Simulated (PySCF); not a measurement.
## One reaction down a group: Si, Ge, Sn

The same gas-phase reaction for Si, Ge, Sn:
- 2 SiI2 + SiO2 → SiI4 + Si2O2
- 2 GeI2 + GeO2 → GeI4 + Ge2O2
- 2 SnI2 + SnO2 → SnI4 + Sn2O2

Energies from PySCF, thermal terms from the rigid-rotor harmonic-oscillator model, ideal gas at 1 bar. † marks an energy on the PBE0/def2-TZVP geometry and frequencies. MP2 freezes the core. All species are closed-shell singlets. I, Sn: scalar-relativistic def2 core potential, no spin-orbit coupling. Ge: all electrons, no relativistic terms. Si2O2, GeO2, Ge2O2, SnO2, Sn2O2: computed as isolated molecules; such fragments, hydroxides, amides, oligomers or adducts are transient or little studied in the gas. MP2 isn't extrapolated to the basis-set limit. The harmonic model lacks anharmonicity and excited electronic states, which grow with temperature; levels with a mode under 35 cm⁻¹ are left out. Soft modes under 120 cm⁻¹ make the harmonic entropy rough for SiI2, SiI4, GeI2, GeI4, SnI2, SnI4.

ΔH°(298 K) in kJ, by level:

```csv
level,Si,Ge,Sn
ωB97M-V/def2-TZVP†,-465.5,-404.7,-415.6
MP2/def2-SVP†,-415.4,-367.1,-402.2
PBE0/def2-QZVP†,-431.3,-359.5,-369.3
ωB97X-V/def2-TZVP†,-479.8,-413.4,-418.2
BLYP/def2-TZVP†,-322.0,-257.1,-270.9
HF/def2-TZVP†,-474.6,-420.1,-430.7
MP2/def2-TZVPP†,-452.1,-395.8,-391.2
r2SCAN/def2-TZVP†,-413.6,-351.5,-362.6
```

At ωB97M-V/def2-TZVP†, ΔH° is not monotonic: it is lowest for Si and highest for Ge, over a range of 60.8 kJ; the steps are +60.8, -10.9 kJ. 7 of the 8 levels shown give the same order; MP2/def2-TZVPP† orders the members differently. The levels scatter most for Ge (163.0 kJ between the highest and the lowest) and least for Si (157.8 kJ). ΔS°(298 K) runs from -189.3 to -184.1 J/K, so TΔS° at 298 K spreads over 1.6 kJ among the members, against 60.8 kJ for ΔH°.

Free energies at ωB97M-V/def2-TZVP†:

```
member  ΔS°(298 K), J/K  ΔG°(298 K), kJ  ΔG°(1800 K), kJ         ΔG° changes sign
------  ---------------  --------------  ---------------  -----------------------
Si               -189.3            -409             -142  none from 298 to 2500 K
Ge               -185.5            -349              -91           2000 to 2500 K
Sn               -184.1            -361             -105           2000 to 2500 K
```

The NASA 1993 table holds none of these reactions whole; the comparison is among the levels.
